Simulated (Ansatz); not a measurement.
A structure relaxed at PBE-D4/def2-SVP in Ansatz, charge 1, doublet:

Cartesian coordinates in Å:
```
Au -1.558 -3.301 -1.983
Au -0.771 -0.758 -1.317
Au 0.903 1.686 1.618
Au 1.557 2.166 4.301
Au 0.403 1.789 -1.170
H 1.644 1.713 5.831
H -0.069 1.417 -2.652
H -1.896 -5.006 -1.483
H 1.100 2.685 0.204
H -0.062 0.290 -0.168
H 0.890 0.987 3.214
H -1.227 -5.079 -1.990
H 0.829 3.109 -1.939
H -1.743 -1.701 -2.466
```

Problem. Give its formula.

Solution. H9Au5⁺.

Problem. Summarise the bond lengths by kind (pairs closer than 1.2 times the sum of covalent radii, bridged metal pairs left out).

Solution. 13 × Au–H 1.59 to 1.86 Å.

In the def2 sets Au takes a core potential; there is no spin–orbit coupling. In the doublet, H8 and H12 lie 0.84 Å apart (atoms count from 1), so H2 has formed as a molecule. Another isomer (doublet) lies 0.42 eV lower at PBE0-D4/def2-TZVP; other spin states weren't run for this one.
